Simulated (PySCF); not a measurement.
C3H6GeO, SMILES C[C]1=C[O][GeH2]1.

Geometry optimised at PBE-D3(BJ)/def2-SVP. The structure was generated by enumeration, and PubChem lists no compound with its InChIKey, so it may never have been made.

Method: M06-2X/def2-TZVP (PySCF).

Problem. Estimate the frontier levels, gap, dipole moment and polarisability. (An estimate is asked for; the answer gives what the named calculation found.)

Solution. 
```
Property                                                                                                        Value
---------------------------------------------------------------------------------------------  ----------------------
highest occupied level                                                                                       -7.47 eV
lowest empty level                                                                                            0.20 eV
orbital gap                                                                                                   7.67 eV
dipole moment                                                                                                  2.13 D
quadrupole, principal values (traceless, Buckingham form, about the centre of nuclear charge)  -4.26, -2.11, 6.37 D·Å
mean static polarisability                                                                       66.4 bohr³ (9.84 Å³)
polarisability, principal values                                                               52.6, 68.1, 78.5 bohr³
```
